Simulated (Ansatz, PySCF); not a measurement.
Gas-phase reaction (SMILES): O[Si](O)(O)N[Si](O)(O)O + F (HF) -> O[Si](O)(O)F [fluoro(trihydroxy)silane] + N[Si](O)(O)O; hydrogen fluoride cleaves one Si-N bond, a model of a ligand-exchange step.

Each molecule is optimised on its own at B3LYP-D3(BJ)/def2-TZVP (Ansatz, a quantum-chemistry and plane-wave program), one conformer each, not searched for the lowest. Correlated levels leave the core frozen unless marked. Spin-orbit coupling is left out. No relativistic terms. CBS marks a two-point X^-3 extrapolation of the correlation energy; Hartree-Fock from the larger set. The bracket is a focal-point correction in the basis named. Thermal terms are rigid-rotor harmonic-oscillator values from B3LYP-D3(BJ) frequencies (Ansatz or PySCF) at 298.15 K and 1 atm. 1 Eh = 627.5095 kcal/mol.

```
species                  E, RI-MP2/CBS(cc-pV(T+d)Z,cc-pV(Q+d)Z)+[CCSD(T)-MP2]/cc-pV(T+d)Z (Ansatz) (Eh)  E, wB97M-V/def2-TZVPD (Ansatz) (Eh)  H - E (Eh)
-----------------------  ------------------------------------------------------------------------------  -----------------------------------  ----------
O[Si](O)(O)N[Si](O)(O)O                                                                     -1088.53182                          -1089.79804     0.11877
F (HF)                                                                                       -100.39237                           -100.46200     0.01259
O[Si](O)(O)F                                                                                 -616.43400                           -617.11468     0.05355
N[Si](O)(O)O                                                                                 -572.51372                           -573.16822     0.07786
```

Work out ΔE and ΔH at 298.15 K at the first level, then ΔH at the second.


1. ΔE = [(-616.43400) + (-572.51372)] - [(-1088.53182) + (-100.39237)] = -0.02353 Eh = -14.8 kcal/mol at RI-MP2/CBS(cc-pV(T+d)Z,cc-pV(Q+d)Z)+[CCSD(T)-MP2]/cc-pV(T+d)Z.
2. The terms H - E add up to 0.00005 Eh, so ΔH = (-0.02353 + (0.00005))×627.5095 = -14.7 kcal/mol.
3. At wB97M-V/def2-TZVPD the same steps give ΔE = -14.3 and ΔH = -14.3 kcal/mol, a shift of +0.4 from the first level.
4. These values are not checked against measurement here, since the tables used lack a sound gas-phase enthalpy of formation for at least one species.
